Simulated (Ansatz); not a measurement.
Total energies of tetramethylammonium triiodophenyl difluorosulfonate ester (C12H14F2I3NO5S) from Ansatz at PBE0-D4/def2-TZVP, gas phase (1 Eh = 27.2114 eV = 2625.5 kJ/mol). The reference geometry is relaxed at PBE-D4/def2-SVP.

Cartesian coordinates in Å:
```
C 1.703 -0.424 3.296
N 2.127 -1.423 2.252
C 2.529 -2.710 2.898
C 3.296 -0.858 1.486
C 0.967 -1.663 1.315
H 2.568 -0.205 3.948
H 1.343 0.483 2.763
H 0.879 -0.865 3.888
H 1.667 -3.124 3.453
H 2.844 -3.422 2.114
H 3.368 -2.522 3.593
H 3.030 0.147 1.086
H 4.150 -0.770 2.183
H 3.545 -1.553 0.664
H 0.607 -0.677 0.963
H 0.168 -2.177 1.879
H 1.308 -2.286 0.471
O -0.693 -0.504 -1.235
C -0.302 0.589 -1.568
O -1.076 1.561 -2.144
C -2.395 1.249 -2.408
C -3.409 1.648 -1.514
I -2.873 2.657 0.253
C -4.758 1.388 -1.805
C -5.080 0.722 -2.996
I -7.114 0.325 -3.443
C -4.090 0.318 -3.906
C -2.748 0.588 -3.600
I -1.240 0.023 -4.969
C 1.116 1.117 -1.356
F 1.542 1.869 -2.390
F 1.946 0.035 -1.233
S 1.228 2.134 0.273
O 0.333 1.324 1.191
O 0.722 3.474 -0.088
O 2.682 2.021 0.631
H -5.540 1.706 -1.104
H -4.353 -0.195 -4.840
```

| state | geometry | energy (Eh) |
| --- | --- | --- |
| charge 0 singlet | reference | -2386.73846 |
| charge 1 doublet | reference | -2386.44184 |
| charge -1 doublet | reference | -2386.75804 |
| charge -1 doublet | relaxed at PBE-D4/def2-SVP | -2386.77052 |

In the def2 sets I takes a core potential; there is no spin–orbit coupling. Single mean-field runs in def2-TZVP are fitted with def2-universal-jkfit.

Task: Work out the vertical ionisation energy to the doublet.

Result: E(charge 1 doublet) − E(charge 0 singlet) = -2386.44184 − (-2386.73846) = 0.29662 Eh = 8.07 eV. For comparison, −ε of the highest occupied level is 6.75 eV at this level, 1.32 eV less.

Task: Work out the vertical electron affinity, to the doublet.

Result: E(charge 0 singlet) − E(charge -1 doublet) = -2386.73846 − (-2386.75804) = 0.01958 Eh = 0.53 eV. The basis lacks diffuse functions, which makes affinities too small.

Task: Give the fundamental gap IE − EA, the Mulliken electronegativity (IE + EA)/2 and the hardness (IE − EA)/2.

Result: From the values in Eh: IE − EA = 0.29662 − 0.01958 = 0.27704 Eh = 7.54 eV; (IE + EA)/2 = 4.30 eV; (IE − EA)/2 = 3.77 eV. The HOMO–LUMO gap of the same run is 5.01 eV, 2.53 eV smaller than the fundamental gap.

Task: How much does the charge -1 doublet relax, and what is the adiabatic electron affinity?

Result: Relaxation: -2386.75804 − (-2386.77052) = 0.01248 Eh = 0.34 eV. Adiabatic electron affinity: 0.03206 Eh = 0.87 eV, without zero-point energy. 

At PBE0-D4/def2-TZVP the highest occupied level of the charge -1 doublet lies above zero (up to 0.73 eV). Energy differences disagree on whether the electron is bound (positive means bound): 0.53 eV (vertical, to the charge 0 singlet, at PBE0-D4/def2-TZVP), but -0.20 eV at LC-ωPBE (ω = 0.30 bohr⁻¹)/def2-SVP.
